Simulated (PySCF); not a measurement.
Ge(Cl)(SH)3 (ClGeH3S3), SMILES [SH][Ge]([Cl])([SH])[SH].

Coordinates come from a ωB97X-D3(BJ)/def2-SVP optimisation. The structure was generated by enumeration, and PubChem lists no compound with its InChIKey, so it may never have been made. One conformer was computed; it need not be the lowest.

Vertical ionisation energy (IE) and electron affinity (EA) in eV. Rows of orbital energies are one-electron estimates. Where ΔSCF, EOM or ADC give a negative EA the extra electron is unbound and the value depends on the basis.

```json
[
 {"level": "−ε(HOMO), −ε(LUMO), r2SCAN/def2-TZVP (PySCF)", "IE": "(withheld)", "EA": "(withheld)"},
 {"level": "−ε(HOMO), −ε(LUMO), PBE/def2-TZVP (PySCF)", "IE": "6.50", "EA": "2.40"}
]
```

Problem. Some entries are withheld; supply them. (The exact figures need the calculation; the answer reports its results.)

Solution. 
- −ε(HOMO), −ε(LUMO), r2SCAN/def2-TZVP (PySCF), IE: 6.81
- −ε(HOMO), −ε(LUMO), r2SCAN/def2-TZVP (PySCF), EA: 2.20
